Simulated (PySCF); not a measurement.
C2H7GeN: core ionisation energies

Species: C2H7GeN.
Z-matrix (Å and degrees, PBE0-D3(BJ)/def2-SVP geometry), rows numbered from 1:
```
C 
Ge  1  1.9525
C   2  1.9720  1  110.52
N   3  1.2697  2  126.38  1   118.27
H   1  1.0994  2  110.06  3   -58.58
H   1  1.0995  2  110.50  3  -178.57
H   1  1.0996  2  110.52  3    61.35
H   2  1.5433  1  110.19  3  -121.70
H   2  1.5455  1  110.91  3   117.23
H   3  1.1077  2  117.33  1   -60.79
H   4  1.0281  3  110.75  2     0.79
```

Theory: PySCF, delta-SCF UKS SCAN, pcX-2 on the ionised atom, pcseg-1 elsewhere, spin-free X2C. These are vertical core ionisation energies against the vacuum level, from separate self-consistent calculations with and without the core hole.

List the computed XPS lines with their assignment.

| atom(s) | bonded to | level | binding energy (eV) | above the level's lowest (eV) | count |
| --- | --- | --- | --- | --- | --- |
| C1 | 3 H and Ge | C 1s | 290.51 | 0.00 | 1 |
| C3 | N (double bond), H and Ge | C 1s | 291.56 | +1.05 | 1 |
| N4 | C (double bond) and H | N 1s | 404.73 | 0.00 | 1 |

Lowest listed C 1s: C1, bonded to 3 H and Ge. Highest, 1.05 eV above it: C3, bonded to N (double bond), H and Ge. Summing the Pauling electronegativity differences to the bonded atoms, each weighted by its formal bond order, gives -1.59 for the lowest site and +0.09 for the highest.

Express the binding energy of C 1s of C1 in atomic units and per mole.

290.51 eV = 10.6760 Eh = 28030 kJ/mol.

Which effective nuclear charge Zeff reproduces each element's mean 1s value in the hydrogen-like formula E = 13.606 eV × Zeff²?

C (Z = 6): mean 291.0 eV, Zeff = 4.62, Z − Zeff = 1.38; N (Z = 7): mean 404.7 eV, Zeff = 5.45, Z − Zeff = 1.55. Means run over the listed sites, weighted by atom count.

Spin contamination (⟨S²⟩ against 0.75 for a pure doublet) is marked for C 1s of C3 (0.87), which makes this value less certain. No level of germanium is listed. Geometry: PBE0-D3(BJ)/def2-SVP, one conformer, isolated molecule.
